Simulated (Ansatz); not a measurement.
Ideal-gas functions of ClF$_{2}$NbS, SMILES `[F][Nb]([F])(=[S])[Cl]` at 500 K and 1 bar, from an Ansatz frequency run at PBE0-D4/def2-TZVP.

Molar mass 198.42 g/mol, point group Cs (symmetry number 1), electronic degeneracy 1, moments of inertia 226.253, 306.499, 356.32 u Å². Harmonic wavenumbers (cm⁻¹, unscaled): 137, 145, 173, 199, 203, 438, 599, 707, 724.

Use S(trans) = R[1.5 ln M + 2.5 ln T − 1.1517]; rotational temperatures θ = 24.2544 K / I; S(rot) = R[ln(√π/σ · √(T³/θAθBθC)) + 1.5]; for each mode x = 1.438777 ν̃/T, S = R[x/(eˣ − 1) − ln(1 − e⁻ˣ)] and H = RT x/(eˣ − 1); 1 cm⁻¹ = 0.0119627 kJ/mol; R = 8.31446 J/(mol·K).

Question: By hand: the entropy, in J/(mol·K).

Answer: Translation 185.6. Rotation: θ = 0.1072, 0.0791, 0.0681 K, giving 125.7. Vibration, mode by mode: 16.11, 15.64, 14.20, 13.06, 12.90, 6.92, 4.75, 3.71, 3.57, in all 90.9. Electronic 0.0. Sum 402.2 J/(mol·K).

Question: By hand: H − E and G − E in kJ/mol, counted from the electronic energy.

Answer: Zero-point energy ½ × 3325 × 0.0119627 = 19.9; thermal vibration 22.2; translation, rotation and pV give 4 RT = 16.6. H − E = 58.7 kJ/mol, and G − E = 58.7 − 500 × 402.2/1000 = -142.4 kJ/mol.

Vibration gives 23 % of the entropy, 31.7 J/(mol·K) of it from the modes under 150 cm⁻¹: soft modes count most, and the harmonic formula is weakest for them.
